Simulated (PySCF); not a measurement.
Zn(NH2)(OSiH3) (H5NOSiZn), SMILES [SiH3][O][Zn][NH2]. Atoms are numbered in the order given.

```xyz
9

Zn    -0.3656     0.4426     0.5952
N     -1.3156     1.1052     1.9868
H     -1.0763     0.7385     2.9054
H     -2.3282     1.0540     1.9007
O      0.6396     0.0101    -0.7934
Si     1.0608    -1.2710    -1.7224
H     -0.1290    -1.9027    -2.3877
H      1.7340    -2.3512    -0.9243
H      2.0079    -0.8408    -2.7966
```

Coordinates come from a PBE0-D3(BJ)/def2-SVP optimisation. The structure was generated by enumeration; whether it is a known compound was not checked. One conformer was computed; it need not be the lowest.

Computed with PBE0-D3(BJ)/def2-SVP (PySCF).

Frequencies are harmonic and unscaled.

```
mode  ν (cm⁻¹)  IR (km/mol)  Raman (Å⁴/amu)  depolarisation    moving atoms (share of kinetic energy)
----  --------  -----------  --------------  --------------  ----------------------------------------
1           21         15.1             0.8            0.75                             H 90 %, O 9 %
2           45         17.1             1.1            0.75                    H 56 %, N 23 %, O 10 %
3           69          1.3             1.0            0.59  N 26 %, Si 23 %, O 22 %, H 18 %, Zn 11 %
4          147          7.6             0.1            0.75           Zn 31 %, O 29 %, H 21 %, N 18 %
5          163         12.3             0.6            0.63  Zn 35 %, O 25 %, N 20 %, Si 11 %, H 10 %
6          439        138.1            22.0            0.07                            H 60 %, N 31 %
7          477         30.9             9.4            0.46   O 30 %, H 26 %, Si 24 %, Zn 11 %, N 8 %
8          703         24.2             3.5            0.19                   N 53 %, Zn 26 %, H 18 %
9          731         61.2            11.6            0.75                           H 83 %, Si 10 %
10         743         77.9            10.4            0.54                   H 77 %, O 10 %, Si 10 %
11         771         36.7             0.9            0.75                            H 88 %, N 11 %
12         946         89.1            31.2            0.75                                    H 96 %
13         953         89.6            28.0            0.74                                    H 96 %
14        1016        294.0            22.6            0.75                                    H 91 %
15        1052        452.7             3.3            0.28                           O 77 %, Si 20 %
16        1541         11.5             3.9            0.75                             H 91 %, N 9 %
17        2179        209.9            84.5            0.75                                    H 96 %
18        2189        141.8           161.1            0.17                                    H 97 %
19        2225        154.4           193.3            0.16                                    H 97 %
20        3568         10.0           162.2            0.10                                    H 96 %
21        3658         13.8            97.6            0.75                             H 92 %, N 8 %
```
